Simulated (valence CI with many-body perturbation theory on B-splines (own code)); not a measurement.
## E1 line list for Mo²⁹⁺

Method: valence CI with perturbative core correlation (CI+MBPT): three valence electrons over a frozen Dirac-Fock core [Ne], radial functions for each j: 11 s, 11 p, 10 d, 8 f, 5 g, 2 h, with the one-electron correlation potential Σ1, the two-electron term Σ2, the three-electron term Σ3, Breit, model QED; selected CI, second order for the rest, scaled by the run's own slope (own B-spline code, finite nucleus).

No measured spectrum was set against this ion. As an estimate, large intervals hold to a few tenths of a per cent, small ones and those within an open d or f shell to about a per cent.

Lines 151 to 200 of 582 in falling wavelength, among levels below 785.32 eV, chosen from the strongest by gf and those to the six lowest levels. Wavelengths and rates use the calculated energies. Electric multipoles are in the length gauge, E1 and E2 with the static RPA response of the core. Weak lines are less certain than strong ones. Lines between different terms over intervals too small for the method are left out, as are lines whose strength nearly cancels. The highest levels of a list are the least certain.

Names give the largest LS component (configuration and term), which can be under half, so a name can repeat, a term be missing and a line seem to break the LS rules; names also repeat where a configuration has a term twice. Letters in brackets count levels of one name in rising energy.

| λ vac (nm) | Upper | Lower | A (s⁻¹) | S (a.u.) |
| --- | --- | --- | --- | --- |
| 12.07 | 3d3 2D_5/2 [a] | 3p.3d2 2D°_5/2 [c] | 5.05e+10 | 2.63e-01 |
| 12.07 | 3p.3d2 2G°_9/2 [a] | 3p2.3d 2F_7/2 [b] | 1.43e+10 | 1.25e-01 |
| 12.07 | 3p.3d2 2G°_9/2 [b] | 3s.3d2 2G_7/2 | 1.84e+10 | 1.60e-01 |
| 12.06 | 3p.3d2 2F°_5/2 [b] | 3p2.3d 2D_3/2 [b] | 4.95e+10 | 2.57e-01 |
| 12.06 | 3d3 4F_7/2 | 3p.3d2 4P°_5/2 | 7.61e+09 | 5.26e-02 |
| 12.04 | 3p2.3d 2F_5/2 [a] | 3s.3p.3d 4F°_3/2 | 1.06e+10 | 5.48e-02 |
| 12.03 | 3s.3d2 4P_5/2 | 3s.3p.3d 2F°_7/2 [a] | 1.26e+10 | 6.52e-02 |
| 12.03 | 3p2.3d 2D_3/2 [b] | 3s.3p.3d 2P°_1/2 [b] | 4.87e+10 | 1.67e-01 |
| 12.02 | 3p.3d2 2D°_5/2 [c] | 3s.3d2 2D_3/2 | 2.05e+10 | 1.05e-01 |
| 12.02 | 3s.3p.3d 4F°_3/2 | 3s.3p2 4P_3/2 | 9.47e+08 | 3.24e-03 |
| 12.01 | 3d3 4F_3/2 | 3p.3d2 4D°_1/2 [b] | 1.23e+10 | 4.20e-02 |
| 12.00 | 3s.3p.3d 4F°_5/2 | 3s.3p2 4P_5/2 | 6.60e+09 | 3.38e-02 |
| 12.00 | 3d3 4P_3/2 | 3p.3d2 4S°_3/2 | 1.24e+10 | 4.22e-02 |
| 11.99 | 3d3 2D_3/2 [a] | 3p.3d2 2D°_3/2 [c] | 1.99e+10 | 6.77e-02 |
| 11.98 | 3p2.3d 4D_5/2 | 3s.3p.3d 4F°_7/2 | 1.48e+10 | 7.51e-02 |
| 11.97 | 3p.3d2 2G°_9/2 [a] | 3s.3d2 4F_9/2 | 1.34e+10 | 1.14e-01 |
| 11.97 | 3s.3p.3d 2F°_5/2 [b] | 3s2.3d 2D_3/2 | 4.18e+10 | 2.12e-01 |
| 11.97 | 3p2.3d 4F_9/2 [b] | 3s.3p.3d 4D°_7/2 | 1.08e+10 | 9.15e-02 |
| 11.92 | 3d3 2F_7/2 | 3p.3d2 2G°_9/2 [b] | 1.59e+10 | 1.06e-01 |
| 11.91 | 3p.3d2 4G°_9/2 | 3p2.3d 4F_9/2 [a] | 1.14e+10 | 9.54e-02 |
| 11.89 | 3s.3p.3d 2D°_3/2 [a] | 3s.3p2 2D_5/2 | 1.46e+10 | 4.83e-02 |
| 11.89 | 3d3 2D_3/2 [b] | 3p.3d2 2P°_1/2 [c] | 5.14e+10 | 1.71e-01 |
| 11.88 | 3p2.3d 4F_7/2 | 3s.3p.3d 4F°_5/2 | 1.22e+10 | 8.06e-02 |
| 11.85 | 3p2.3d 4P_3/2 [b] | 3s.3p.3d 4D°_5/2 | 1.58e+10 | 5.19e-02 |
| 11.83 | 3p2.3d 2D_3/2 [a] | 3s.3p.3d 2F°_5/2 [a] | 4.02e+10 | 1.31e-01 |
| 11.83 | 3d3 2P_1/2 | 3p.3d2 2P°_1/2 [b] | 2.58e+10 | 4.21e-02 |
| 11.82 | 3p2.3d 4P_5/2 | 3s.3p.3d 4D°_7/2 | 9.63e+09 | 4.71e-02 |
| 11.79 | 3p2.3d 4P_5/2 | 3s.3p.3d 4D°_5/2 | 1.22e+10 | 5.93e-02 |
| 11.78 | 3p2.3d 2D_5/2 [a] | 3s.3p.3d 4P°_5/2 | 2.42e+10 | 1.17e-01 |
| 11.78 | 3p.3d2 2F°_5/2 [b] | 3s.3d2 2G_7/2 | 5.32e+10 | 2.57e-01 |
| 11.77 | 3s.3d2 2G_7/2 | 3s.3p.3d 2F°_5/2 [b] | 1.04e+11 | 6.70e-01 |
| 11.76 | 3p.3d2 4S°_3/2 | 3s.3d2 4P_1/2 [a] | 1.49e+10 | 4.78e-02 |
| 11.76 | 3p2.3d 4D_7/2 | 3s.3p.3d 4F°_9/2 | 1.67e+10 | 1.07e-01 |
| 11.76 | 3p2.3d 2F_5/2 [b] | 3s.3p.3d 2F°_5/2 [a] | 1.82e+10 | 8.75e-02 |
| 11.75 | 3p.3d2 4D°_7/2 [a] | 3p2.3d 2D_5/2 [a] | 2.70e+10 | 1.73e-01 |
| 11.75 | 3p2.3d 2D_5/2 [a] | 3s.3p.3d 4D°_3/2 | 1.39e+10 | 6.68e-02 |
| 11.74 | 3p3 2P°_1/2 | 3s.3p2 2D_3/2 | 5.77e+10 | 9.20e-02 |
| 11.72 | 3p.3d2 2H°_9/2 | 3p2.3d 2G_7/2 | 2.56e+10 | 2.04e-01 |
| 11.71 | 3p2.3d 2D_5/2 [b] | 3s.3p.3d 2F°_7/2 [a] | 3.22e+10 | 1.53e-01 |
| 11.71 | 3p2.3d 2P_3/2 [a] | 3s.3p.3d 2D°_5/2 [a] | 2.77e+10 | 8.77e-02 |
| 11.70 | 3p.3d2 4D°_3/2 | 3s.3d2 4F_5/2 | 2.93e+10 | 9.27e-02 |
| 11.70 | 3p2.3d 4P_3/2 [a] | 3s.3p.3d 4D°_3/2 | 1.38e+10 | 4.37e-02 |
| 11.70 | 3s.3d2 2G_9/2 | 3s.3p.3d 2F°_7/2 [b] | 1.05e+11 | 8.31e-01 |
| 11.69 | 3d3 4F_9/2 | 3p.3d2 4D°_7/2 [c] | 4.32e+10 | 3.41e-01 |
| 11.69 | 3s.3d2 2F_5/2 | 3s.3p.3d 2P°_3/2 [b] | 8.29e+10 | 3.93e-01 |
| 11.68 | 3p2.3d 2F_7/2 [a] | 3s.3p.3d 2D°_5/2 [a] | 2.26e+10 | 1.42e-01 |
| 11.68 | 3d3 2G_7/2 | 3p.3d2 2F°_5/2 [a] | 3.14e+10 | 1.97e-01 |
| 11.68 | 3p.3d2 2D°_5/2 [b] | 3p2.3d 4P_3/2 [b] | 1.67e+10 | 7.87e-02 |
| 11.66 | 3s.3d2 2D_5/2 | 3s.3p.3d 2F°_7/2 [b] | 2.54e+10 | 1.19e-01 |
| 11.63 | 3p.3d2 2P°_3/2 [b] | 3s.3d2 2D_5/2 | 2.68e+10 | 8.35e-02 |
